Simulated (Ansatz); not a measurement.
Input file for Ansatz (a program for electronic structure): R-B3LYP/def2-TZVPPD on C2H3F (SMILES C=CF) with ghost functions, monomers drawn apart or pushed together. Files ending in .json are basis or fitting sets from the Basis Set Exchange.

Ansatz 0.2 input:
```yaml
crystal:
  periodic: [false, false, false]
  atoms:
    - {symbol: C, position_ang: [-0.96674183, -0.28949420, 4.85709850]}
    - {symbol: C, position_ang: [0.13500905, 0.22733143, 5.35879609]}
    - {symbol: F, position_ang: [1.15759721, 0.64392504, 4.56917981]}
    - {symbol: H, position_ang: [-1.10275535, -0.40399191, 3.78858706]}
    - {symbol: H, position_ang: [-1.74740814, -0.60376478, 5.53475357]}
    - {symbol: H, position_ang: [0.36271537, 0.38150726, 6.40501017]}
basis:
  gaussian:
    orbitals: def2-TZVPPD.json
    ghost_atoms:
      - {symbol: N, position_ang: [-0.02761160, -0.09532381, 0.64327986]}
      - {symbol: H, position_ang: [0.65504430, 0.24667522, 1.31115156]}
      - {symbol: H, position_ang: [0.41783056, -0.82509455, 0.09884847]}
      - {symbol: H, position_ang: [-0.24275256, 0.66623092, 0.00995532]}
hamiltonian:
  xc: {name: B3LYP}
scf: {lower_state_search: off}
```

The log:

```
WARN ansatz: RAYON_NUM_THREADS=2 ignored (pool sized by the plan → 2); use --threads N
Functional definition: B3LYP
these checks for a lower state are left out or cut short: stability, starts, cluster_reference, orbital_swaps, neighbouring_geometries, increment
integrals: 0.12 GiB planned
1055 factors; their error is unknown
mean field: 1.26 GiB planned
mean field evaluation 1: about -4836.0338 eV, gradient 4.8e1 eV
mean field evaluation 2: about -4834.0487 eV, gradient 5.2e1 eV
mean field evaluation 4: about -4841.0970 eV, gradient 4.1e0 eV
mean field evaluation 8: about -4841.1308 eV, gradient 4.9e-2 eV
mean field evaluation 16: about -4841.1276 eV, gradient 4.8e-6 eV
mean field -4841.12758946 eV, -177.9081574785 hartree, gradient 4.9e-6 eV, S^2 0.000000; 0 other end points of the search recorded, 0 dependent functions left out
reference -4841.12781800 eV, -177.9081658771 hartree; 12, 12 occupied and 241, 241 virtual orbitals, 1055 factors
Total energy: -4841.12781800 eV, -177.9081658771 hartree
Checks for a lower state left out: stability, starts, cluster_reference, orbital_swaps, neighbouring_geometries, increment
```

The run converged.

Cost: very roughly 1.5 core-seconds.
